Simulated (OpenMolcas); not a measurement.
## Worked example: ideal-gas entropy of GaNH2ClF (SMILES [NH2][Ga]([F])[Cl])

A singlet with charge 0, relaxed at HF/6-31G* (Cartesian functions) (OpenMolcas 26.06):

```xyz
6

N    -0.2447    1.0084    0.0210
Ga    0.2495   -0.7155    0.0288
F     1.5774   -1.2271    0.9994
Cl   -0.7473   -2.2066   -1.1356
H     0.2063    1.7122    0.5641
H    -0.9991    1.3648   -0.5238
```

Harmonic wavenumbers in cm⁻¹: 154, 183, 199, 232, 379, 438, 734, 787, 824, 1728, 3816, 3924.

Masses in u: N 14.007, Ga 69.723, F 18.998, Cl 35.45, H 1.008. Take T = 298.15 K, p = 1 bar, R = 8.3145 J/(mol K), kT/hc = 207.22 cm⁻¹, rigid rotor and harmonic oscillator.

Compute the standard molar entropy.


1. Translation (Sackur–Tetrode): S = R[3/2 ln M + 5/2 ln T − 1.1517] with M = 140.194 gives 170.5 J/(mol K).
2. Rotation: principal moments 84.573, 177.074, 261.646 u Å² give A, B, C = 0.1993, 0.0952, 0.0644 cm⁻¹; the symmetry number is σ = 1; q = (√π/σ)√((kT/hc)³/ABC) = 151254; S = R(ln q + 3/2) = 111.6.
3. Vibration: with u = ν̃/207.22, each mode gives R[u/(eᵘ − 1) − ln(1 − e⁻ᵘ)]; the sum is 48.0, most from 154 cm⁻¹ (11.0), 183 cm⁻¹ (9.6), 199 cm⁻¹ (9.0).
4. Spin: R ln 1 = 0.0.
5. Sum: 170.5 + 111.6 + 48.0 + 0.0 = 330.1 J/(mol K).

No measured value is set beside it here. Where a soft mode is a torsion, a harmonic oscillator describes it poorly. Unscaled Hartree–Fock wavenumbers run high.
